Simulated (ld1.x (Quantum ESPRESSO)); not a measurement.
## Before and after: TM potential for iodine

I (Z = 53), norm-conserving Troullier–Martins (Kleinman–Bylander form), made with ld1.x (Quantum ESPRESSO) 7.5 (PBE, scalar-relativistic). Core [Kr] 4d10, reference 5s1.5 5p5.5. Waves: 5p (bound): rc 1.85 bohr; 5d channel at 0.3 Ry: rc 1.75 bohr; 5s (bound): rc 1.25 bohr. Local part: the s channel. Core correction: none.

Change: local potential all-electron potential smoothed inside 0.95 bohr (lloc = -1).

Cutoffs: the cutoffs (Ry, on a coarse ladder) from which the occupation-weighted sum of valence levels, in a spherical-Bessel basis at the reference potential, stays within 10 and 1 mRy of its value at 400 Ry; they do not see the model core or the augmentation charge, which bear on the density cutoff. Errors are all-electron minus pseudo energies relative to the spin-unpolarised reference configuration.

Task: How do hardness, ghosts and transferability respond?

Result: The potential gets neither clearly harder nor softer (120 Ry and 230 Ry → 120 Ry and 230 Ry); the bound ghosts move from d, p to d, p, s; of the 7 tests that both files solve, the error grows in 2 and shrinks in 4 by more than 15 % and 0.3 meV (median size 4.8 → 4.5 meV); the range in which the s phases agree widens (upper end -0.3 → 1.6). In the separable form a ghost depends on how the local part lies against the semilocal potential of the channel, so the choice of the local part can create or remove one.

| quantity | base | changed |
| --- | --- | --- |
| cutoff, loose | 120 Ry | 120 Ry |
| cutoff, tight | 230 Ry | 230 Ry |
| loose cutoff by channel (10 mRy a level) | p 15 Ry, s 110 Ry | s 60 Ry, p 10 Ry |
| bound ghosts | p, d | s, p, d |
| error for 5s2 5p5, meV [ΔE -5.18 eV] | +4.8 | +5.9 |
| error for 5s2 5p4, meV [ΔE 5.95 eV] | +4.7 | +2.4 |
| error for 5s2 5p3, meV [ΔE 25.79 eV] | +9.0 | -4.4 |
| error for 5s2 5p4.5, meV [ΔE -0.65 eV] | +4.7 | +4.5 |
| error for 5s2 5p2, meV [ΔE 55.12 eV] | +38 | -13 |
| error for 5s2 5p5.3, meV [ΔE -6.97 eV] | +4.6 | +6.5 |
| error for 5s2 5p1, meV [ΔE 94.55 eV] | +148 | -3.6 |
| s: phases at 2.01 bohr within 0.05 rad from the reference energy up to (Ry; the scan ends near 5) | -0.3 | 1.6 |
| p: phases at 2.01 bohr within 0.05 rad from the reference energy up to (Ry; the scan ends near 5) | to the end of the scan | 4.0 |
| d: phases at 2.01 bohr within 0.05 rad from the reference energy up to (Ry; the scan ends near 5) | 1.6 | 1.1 |

 A true bound ghost makes a file unfit for plane-wave use even where its test errors are small: the radial tests pick states by their node count and pass the ghost by.
